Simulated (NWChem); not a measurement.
System: C2H7NOSi; SMILES C/C=N/[SiH2]O

The following NWChem deck was run.

```
start job
memory heap 200 mb stack 900 mb global 1100 mb
geometry units angstroms noautosym nocenter noautoz
  C     -0.405431    -2.803872     0.000000
  C      0.343140    -1.503128     0.000000
  N     -0.235365    -0.365532     0.000000
  Si     0.481143     1.244383     0.000000
  O     -0.805782     2.318320     0.000000
  H     -0.122982    -3.409953    -0.888136
  H     -1.496989    -2.624508     0.000000
  H     -0.122982    -3.409953     0.888136
  H      1.461908    -1.621628     0.000000
  H      1.327077     1.455391     1.227885
  H      1.327077     1.455391    -1.227885
  H     -1.649614     1.830124     0.000000
end
basis spherical
  C library def2-svp
  N library def2-svp
  Si library def2-svp
  O library def2-svp
  H library def2-svp
end
dft
  xc xpbe96 cpbe96
  iterations 150
end
cosmo
  do_cosmo_smd true
  solvent etoac
end
task dft energy
```

NWChem printed, in part:

```
             Northwest Computational Chemistry Package (NWChem) 7.3.0
             --------------------------------------------------------

                             Geometry "geometry" -> ""
                             -------------------------

 Output coordinates in angstroms (scale by  1.889725989 to convert to a.u.)

  No.       Tag          Charge          X              Y              Z
 ---- ---------------- ---------- -------------- -------------- --------------
    1 C                    6.0000    -0.40543100    -2.80387200     0.00000000
    2 C                    6.0000     0.34314000    -1.50312800     0.00000000
    3 N                    7.0000    -0.23536500    -0.36553200     0.00000000
    4 Si                  14.0000     0.48114300     1.24438300     0.00000000
    5 O                    8.0000    -0.80578200     2.31832000     0.00000000
    6 H                    1.0000    -0.12298200    -3.40995300    -0.88813600
    7 H                    1.0000    -1.49698900    -2.62450800     0.00000000
    8 H                    1.0000    -0.12298200    -3.40995300     0.88813600
    9 H                    1.0000     1.46190800    -1.62162800     0.00000000
   10 H                    1.0000     1.32707700     1.45539100     1.22788500
   11 H                    1.0000     1.32707700     1.45539100    -1.22788500
   12 H                    1.0000    -1.64961400     1.83012400     0.00000000

 Effective nuclear repulsion energy (a.u.)     219.2635586930

  pbe96 is a nonlocal functional; adding pw91lda local functional.

                                 NWChem DFT Module
                                 -----------------

 Summary of "ao basis" -> "ao basis" (spherical)
 ------------------------------------------------------------------------------
       Tag                 Description            Shells   Functions and Types
 ---------------- ------------------------------  ------  ---------------------
 C                          def2-svp                 6       14   3s2p1d
 N                          def2-svp                 6       14   3s2p1d
 Si                         def2-svp                 8       18   4s3p1d
 O                          def2-svp                 6       14   3s2p1d
 H                          def2-svp                 3        5   2s1p

 in cosmo_initialize ...
 calling solv_data for solv:etoac

 solvent parameters
 solvname_short: etoac
 solvname_long:  ethyl acetate
 dielec:        5.9867
 dielecinf:     1.8832
 nonaqueous SMD model solvent descriptors
 dielec:        5.9867
 sola:          0.0000
 solb:          0.4500
 solc:          0.0000
 solg:         33.6700
 solh:          0.0000
 soln:          1.3723

          ---------------
          -cosmo- solvent
          ---------------
 Cosmo: York-Karplus, doi: 10.1021/jp992097l
 dielectric constant -eps-     =   5.99
 screen = (eps-1)/(eps    )    =   0.83296
 surface charge correction     = lagrangian

   van der Waals surface
 --------------------------

 ---------- ATOMIC COORDINATES (A.U.) ------------ VDWR(ANG.) --
     1   -0.76615350   -5.29854979    0.00000000     1.850
     2    0.64844058   -2.84050005    0.00000000     1.850
     3   -0.44477536   -0.69075532    0.00000000     1.890
     4    0.90922843    2.35154289    0.00000000     2.470
     5   -1.52270719    4.38098955    0.00000000     2.294
     6   -0.23240228   -6.44387680   -1.67833368     1.200
     7   -2.82889902   -4.95960097    0.00000000     1.200
     8   -0.23240228   -6.44387680    1.67833368     1.200
     9    2.76260554   -3.06443258    0.00000000     1.200
    10    2.50781190    2.75029020    2.32036620     1.200
    11    2.50781190    2.75029020   -2.32036620     1.200
    12   -3.11731845    3.45843289    0.00000000     1.200
 number of segments per atom =        128
 number of   points per atom =        128
 atom (   nspa,  nppa )
 ----------------------
    1 (     58,     0 )       0
    2 (     38,     0 )       0
    3 (     42,     0 )       0
    4 (     66,     0 )       0
    5 (     86,     0 )       0
    6 (     56,     0 )       0
    7 (     54,     0 )       0
    8 (     56,     0 )       0
    9 (     54,     0 )       0
   10 (     34,     0 )       0
   11 (     34,     0 )       0
   12 (      2,     0 )       0
 number of -cosmo- surface points =      580
 molecular surface =    146.046 angstrom**2
 molecular volume  =    129.633 angstrom**3
 -lineq- algorithm             =   0
 -bem- low  level              =   3
 -bem- from -octahedral-
 gaussian surface charge width =   4.50000
 degree of switching           =   1.00000
 switching function tolerance  =   0.00010
 atomic radii =
 --------------
    1  6.000  1.850
    2  6.000  1.850
    3  7.000  1.890
    4 14.000  2.470
    5  8.000  2.294
    6  1.000  1.200
    7  1.000  1.200
    8  1.000  1.200
    9  1.000  1.200
   10  1.000  1.200
   11  1.000  1.200
   12  1.000  1.200
 ...... end of -cosmo- initialization ......

 nat:                    12
 ixmem:                  7844
 calling mnsol_interface()
 G(SMD-CDS) energy (kcal/mol)  =    -0.908
 SMD-CDS SASA (angstrom**2)    =   162.255

            General Information
            -------------------
          SCF calculation type: DFT
          Wavefunction type:  closed shell.
          No. of atoms     :    12
          No. of electrons :    48
           Alpha electrons :    24
            Beta electrons :    24
          Charge           :     0
          Spin multiplicity:     1
          Use of symmetry is: off; symmetry adaption is: off
          Maximum number of iterations: 150
          AO basis - number of functions:   109
                     number of shells:    53
          Convergence on energy requested:  1.00D-06
          Convergence on density requested:  1.00D-05
          Convergence on gradient requested:  5.00D-04

              XC Information
              --------------
          PerdewBurkeErnzerhof Exchange Functional  1.000
            Perdew 1991 LDA Correlation Functional  1.000 local
           PerdewBurkeErnz. Correlation Functional  1.000 non-local

             Grid Information
             ----------------
          Grid used for XC integration:  medium
          Radial quadrature: Mura-Knowles
          Angular quadrature: Lebedev.
          Tag              B.-S. Rad. Rad. Pts. Rad. Cut. Ang. Pts.
          ---              ---------- --------- --------- ---------
          C                   0.70       49          12.0       434
          N                   0.65       49           9.0       434
          Si                  1.10       88          12.0       590
          O                   0.60       49          14.0       434
          H                   0.35       45          13.0       434
          Grid pruning is: on
          Number of quadrature shells:   599
          Spatial weights used:  Erf1

      Superposition of Atomic Density Guess
      -------------------------------------

 Sum of atomic energies:        -496.41845391

      Non-variational initial energy
      ------------------------------

 Total energy =    -498.773594
 1-e energy   =   -1116.973453
 2-e energy   =     398.936300
 HOMO         =      -0.293792
 LUMO         =      -0.022570

   convergence    iter        energy       DeltaE   RMS-Dens  Diis-err
 ---------------- ----- ----------------- --------- --------- ---------
     COSMO gas phase
 d= 0,ls=0.0,diis     1   -499.1585227167 -7.18D+02  2.09D-02  9.40D-01
 d= 0,ls=0.0,diis     2   -498.7878952306  3.71D-01  1.56D-02  4.13D+00
 d= 0,ls=0.0,diis     3   -499.2553875463 -4.67D-01  3.53D-03  1.23D-01
 d= 0,ls=0.0,diis     4   -499.2606716816 -5.28D-03  1.91D-03  8.48D-02
 d= 0,ls=0.0,diis     5   -499.2698656979 -9.19D-03  4.35D-04  3.12D-03
  Resetting Diis
 d= 0,ls=0.0,diis     6   -499.2701825858 -3.17D-04  1.23D-04  1.56D-04
 d= 0,ls=0.0,diis     7   -499.2702029391 -2.04D-05  8.20D-05  1.76D-05
 d= 0,ls=0.0,diis     8   -499.2701990029  3.94D-06  5.12D-05  4.56D-05
 d= 0,ls=0.0,diis     9   -499.2702054037 -6.40D-06  4.62D-06  3.32D-07
 d= 0,ls=0.0,diis    10   -499.2702054335 -2.98D-08  1.80D-06  6.68D-08

   convergence    iter        energy       DeltaE   RMS-Dens  Diis-err
 ---------------- ----- ----------------- --------- --------- ---------
     COSMO solvation phase
 d= 0,ls=0.0,diis     1   -499.2766173904 -6.41D-03  1.49D-03  1.57D-03
 d= 0,ls=0.0,diis     2   -499.2766799100 -6.25D-05  4.99D-04  3.86D-03
 d= 0,ls=0.0,diis     3   -499.2771296070 -4.50D-04  1.46D-04  5.04D-04
 d= 0,ls=0.0,diis     4   -499.2771780537 -4.84D-05  5.70D-05  6.66D-05
 d= 0,ls=0.0,diis     5   -499.2771837530 -5.70D-06  2.28D-05  1.24D-05
 d= 0,ls=0.0,diis     6   -499.2771849574 -1.20D-06  5.11D-06  3.49D-07
 d= 0,ls=0.0,diis     7   -499.2771849972 -3.99D-08  1.55D-06  3.44D-08

         Total DFT energy =     -499.277184997241
      One electron energy =    -1121.660465271960
           Coulomb energy =      452.467744162608
    Exchange-Corr. energy =      -49.416958561444
 Nuclear repulsion energy =      219.263558693002

             COSMO energy =        0.068935980552

 Numeric. integr. density =       47.999998117325

                                COSMO-SMD solvation results
                                ---------------------------

             internal energy in gas <Psi(g)|H|Psi(g)> =      -499.270205433471
         internal energy in solvent <Psi(s)|H|Psi(s)> =      -499.269513350355
                               delta internal energy  =         0.000692083116 (    0.43 kcal/mol)
   total free energy in solvent <Psi(s)|H+V/2|Psi(s)> =      -499.275738048305
 polarization energy contribution <Psi(s)|V/2|Psi(s)> =        -0.006224697950 (   -3.91 kcal/mol)
    total free energy in solvent including G(SMD-CDS) =      -499.277184997241
                       G(SMD-CDS) energy contribution =        -0.001446948937 (   -0.91 kcal/mol)
     1 M fixed-concentration free energy of solvation =        -0.006979563770 (   -4.38 kcal/mol)

                       DFT Final Molecular Orbital Analysis
                       ------------------------------------

 Vector   22  Occ=2.000000D+00  E=-2.788687D-01
              MO Center= -1.6D-01, -3.1D-01, -1.1D-10, r^2= 4.3D+00
   Bfn.  Coefficient  Atom+Function         Bfn.  Coefficient  Atom+Function
  ----- ------------  ---------------      ----- ------------  ---------------
    34      0.375839   3 N  pz               66      0.285572   5 O  pz
    20     -0.282138   2 C  pz               37     -0.267424   3 N  pz
    69      0.211733   5 O  pz               23     -0.181062   2 C  pz
     6      0.163326   1 C  pz               75     -0.144810   6 H  s
    85      0.144810   8 H  s                95      0.083334  10 H  s

 Vector   23  Occ=2.000000D+00  E=-2.467190D-01
              MO Center=  6.6D-02,  1.7D+00, -5.8D-09, r^2= 3.0D+00
   Bfn.  Coefficient  Atom+Function         Bfn.  Coefficient  Atom+Function
  ----- ------------  ---------------      ----- ------------  ---------------
    66      0.479807   5 O  pz               69      0.357950   5 O  pz
    96     -0.246108  10 H  s               101      0.246108  11 H  s
    95     -0.238011  10 H  s               100      0.238011  11 H  s
    52     -0.135383   4 Si pz               34     -0.109022   3 N  pz
    59      0.101218   4 Si d  1             20      0.100414   2 C  pz

 Vector   24  Occ=2.000000D+00  E=-2.053547D-01
              MO Center= -7.5D-02, -5.6D-01, -3.0D-09, r^2= 2.4D+00
   Bfn.  Coefficient  Atom+Function         Bfn.  Coefficient  Atom+Function
  ----- ------------  ---------------      ----- ------------  ---------------
    32      0.488018   3 N  px               35     -0.371368   3 N  px
     3     -0.292573   1 C  s                90      0.223937   9 H  s
    91      0.199525   9 H  s                31      0.184978   3 N  s
     5     -0.168397   1 C  py               51      0.149258   4 Si py
    18      0.141321   2 C  px                8     -0.139455   1 C  py

 Vector   25  Occ=0.000000D+00  E=-6.308314D-02
              MO Center=  1.8D-01, -1.0D+00,  4.1D-10, r^2= 2.7D+00
   Bfn.  Coefficient  Atom+Function         Bfn.  Coefficient  Atom+Function
  ----- ------------  ---------------      ----- ------------  ---------------
    23      0.536896   2 C  pz               20      0.508881   2 C  pz
    37     -0.406674   3 N  pz               34      0.362333   3 N  pz
    55     -0.310384   4 Si pz               96      0.256271  10 H  s
   101     -0.256271  11 H  s                76      0.149689   6 H  s
    86     -0.149689   8 H  s                75      0.129736   6 H  s

 Vector   26  Occ=0.000000D+00  E= 7.212605D-03
              MO Center=  4.7D-01,  1.0D+00,  7.0D-09, r^2= 5.0D+00
   Bfn.  Coefficient  Atom+Function         Bfn.  Coefficient  Atom+Function
  ----- ------------  ---------------      ----- ------------  ---------------
    54      0.873207   4 Si py               63     -0.669146   5 O  s
    91     -0.555261   9 H  s               106      0.395827  12 H  s
    31      0.366337   3 N  s                17      0.355873   2 C  s
    21      0.306786   2 C  px               53     -0.290368   4 Si px
     3      0.227873   1 C  s                51      0.214743   4 Si py

 Vector   27  Occ=0.000000D+00  E= 4.558969D-02
              MO Center=  4.6D-01,  1.0D+00,  4.5D-09, r^2= 4.6D+00
   Bfn.  Coefficient  Atom+Function         Bfn.  Coefficient  Atom+Function
  ----- ------------  ---------------      ----- ------------  ---------------
    53      1.310025   4 Si px               31      0.832405   3 N  s
     3      0.746799   1 C  s                96     -0.691338  10 H  s
   101     -0.691338  11 H  s                54      0.571915   4 Si py
    17     -0.486303   2 C  s                76     -0.288789   6 H  s
    86     -0.288789   8 H  s                45      0.264305   4 Si s

     Multipole analysis of the density
     ---------------------------------

     L   x y z        total         alpha         beta         nuclear
     -   - - -        -----         -----         ----         -------
     0   0 0 0     -0.000000    -24.000000    -24.000000     48.000000

     1   1 0 0      0.133673      1.019315      1.019315     -1.904957
     1   0 1 0     -1.335508     -1.841332     -1.841332      2.347157
     1   0 0 1      0.000000      0.000000      0.000000      0.000000

     2   2 0 0    -26.736922    -51.163969    -51.163969     75.591016
     2   1 1 0     -1.204631     -2.399675     -2.399675      3.594719
     2   1 0 1      0.000000      0.000000      0.000000      0.000000
     2   0 2 0    -28.563818   -311.923894   -311.923894    595.283970
     2   0 1 1      0.000000      0.000000      0.000000      0.000000
     2   0 0 2    -29.216685    -22.809246    -22.809246     16.401806
```

Level: PBE/def2-SVP, SMD on the gas-phase geometry. The geometry was optimised at PBE-D3(BJ)/def2-SVP. Not confirmed as a minimum by frequencies. Solvent: ethyl acetate.
